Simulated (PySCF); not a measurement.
**Stretching YF**

Set-up: PySCF, scalar-relativistic core potentials, basis sets Y def2-TZVPP with ECP28, F def2-TZVPP. Energies in eV from Y (4d1 5s2) + F in their ground configurations at the same level. State: ¹Σ⁺ (singlet), closed shell.

Curves on a restricted Hartree–Fock reference rise too fast on stretching and do not dissociate correctly.

```csv
R (Å),RHF-CCSD(T),M06
1.658,,-5.624
1.735,-6.262,-6.348
1.812,-6.715,-6.748
1.870,-6.889,-6.891
1.928,-6.955,-6.933
1.986,-6.940,-6.898
2.063,-6.825,-6.765
2.159,-6.581,-6.504
2.275,-6.200,-6.113
2.429,,-5.535
```

Q: Put a parabola through the three lowest points of the RHF-CCSD(T) curve and estimate Re, k and ωe (reduced mass 15.65 u; 1 eV/Å² = 0.16022 mdyn/Å; ωe = 1302.8·√(k/μ) cm⁻¹).

A: Through R = 1.87, 1.928, 1.986 Å the second-order coefficient is 12.0 eV/Å², so Re ≈ 1.946 Å, k ≈ 3.86 mdyn/Å and ωe ≈ 647 cm⁻¹. A polynomial fit of higher order to the unrounded RHF-CCSD(T) energies gives Re = 1.944 Å, k = 3.62 mdyn/Å, ωe = 627 cm⁻¹; anharmonicity and rounding make the difference.

The higher-order fit for each curve: RHF-CCSD(T): Re = 1.944 Å, ωe = 627 cm⁻¹, De = 6.96 eV; M06: Re = 1.928 Å, ωe = 629 cm⁻¹, De = 6.93 eV.

Correlated steps freeze 1 core orbital. The metal atom is held in its measured ground configuration; semilocal functionals can put another filling of s and d lower by some tenths of an eV, and De to that atom would be smaller. Spin–orbit coupling is left out, which matters for elements this heavy, above all for dissociation energies. Where the molecule has an RHF reference, its open-shell atoms are computed with UHF.
